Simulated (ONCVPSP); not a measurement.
**Potentials for O compared**

Generated with ld1.x 7.5 (TM, RRKJ, ultrasoft, PAW), atompaw 4.2 or ONCVPSP 4.0.1. The cutoff is in Ry: for ld1.x and atompaw files where the sum of valence levels is converged to 10 mRy in a Bessel basis, for ONCV files where the hardest occupied wave has 1 mHa per electron of residual kinetic energy. The error is the largest all-electron minus pseudo excitation energy over each file’s own four to seven test configurations (ionisations up to +4, promotions, holes and added fractions of an electron), all of which were solved. The labels leave out finer settings (local radius, basis sizes, second energies), which also bear on the numbers. Spin-polarised tests are not counted. The rows are a selection from randomly drawn settings: files with unsolved tests, undetermined cutoffs or missed reference levels are left out.

A true bound ghost makes a file unfit for plane-wave use even where its test errors are small: the radial tests pick states by their node count and pass the ghost by.

```csv
potential,cutoff (Ry),largest error (meV),bound ghosts
"ONCV, PBEsol, scalar-relativistic, rc 0.90/1.80/1.90 (spd), local smoothed, core correction yes, reference 2s2 2p4, qcut 7.4/9.5/6, projectors 3/2/2",84,+1263,none
"ONCV, PBE, scalar-relativistic, rc 0.95/1.05 (sp), local smoothed, core correction no, reference 2s2 2p3.5, qcut 5.7/9.2, projectors 1/1",317,+1344,none
"ONCV, PBE, scalar-relativistic, rc 0.65/1.95/2.15 (spd), local smoothed, core correction yes, reference 2s1.5 2p4.5, qcut 12.7/8.5/3.9, projectors 2/2/2",84,+4762,d
"ONCV, PBEsol, non-relativistic, rc 0.65/1.80/1.40 (spd), local smoothed, core correction yes, reference 2s2 2p4, qcut 9.7/9/6.7, projectors 2/2/2",82,+3429,none
```

Task: Fill in the row for O: ONCV, PBE, non-relativistic, rc 0.75/1.55 (sp), local smoothed, core correction yes, reference 2s2 2p3.5, qcut 10.4/10.3, projectors 2/2.

Result: cutoff 87 Ry, largest error +645 meV, bound ghosts: none.

Task: Fill in the row for O: ONCV, PBE, scalar-relativistic, rc 0.90/1.85 (sp), local smoothed, core correction yes, reference 2s2 2p4, qcut 8.6/7.1, projectors 1/2.

Result: cutoff 66 Ry, largest error +6231 meV, bound ghosts: none.

Task: Fill in the row for O: ONCV, PBEsol, scalar-relativistic, rc 0.85/1.80/1.70 (spd), local smoothed, core correction yes, reference 2s2 2p4, qcut 6.3/7.2/5.1, projectors 2/3/1.

Result: cutoff 331 Ry, largest error +2109 meV, bound ghosts: none.
